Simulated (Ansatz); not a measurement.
`F[SiH2][AlH][Cl]`, charge 0, multiplicity 1.

**Question.** Give a relaxed structure at PBE0-D4/def2-TZVP (Ansatz). (Best estimate.)

**Answer.** Ansatz gave: 
Cartesian coordinates in Å:
```
F -1.9647 -0.1610 -0.9137
Si -0.6093 0.6533 -0.6223
Al 0.9189 -0.6679 0.7858
Cl 0.2981 -2.5782 1.3913
H 0.0037 0.9911 -1.9381
H -0.9888 1.9392 0.0287
H 2.3421 -0.1765 1.2684
```
Point group Cs.
